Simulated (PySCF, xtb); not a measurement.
tert-butylthiol (C4H10S), SMILES CC(C)(C)S.

The structure is a stationary point at PBE0-D3(BJ)/def2-SVP. The values are those of a single conformer.

These are IEF-PCM-ωB97X/def2-SVP (PySCF) values and carry that method's errors.

The values are the electrostatic part of the solvation free energy, E(continuum) − E(gas) at the gas-phase geometry, in a cavity of scaled van der Waals radii (PySCF's table); cavitation and dispersion terms are not included. In vacuum the orbital gap is 11.94 eV. The dipole moment in vacuum is 1.62 D.

Computed values in water (ε = 78.36), acetonitrile (ε = 35.69), diethylether (ε = 4.24):
```
solvent           ε  ΔG(elec) (kcal/mol)  dipole (D)  gap (eV)
------------  -----  -------------------  ----------  --------
water         78.36                 -3.0        2.22     12.24
acetonitrile  35.69                 -2.9        2.20     12.24
diethylether   4.24                 -2.0        2.00     12.14
```

For comparison, GFN2-xTB/ALPB(water) (xtb, at the GFN2-xTB geometry, all terms of that model) gives -0.7 kcal/mol.
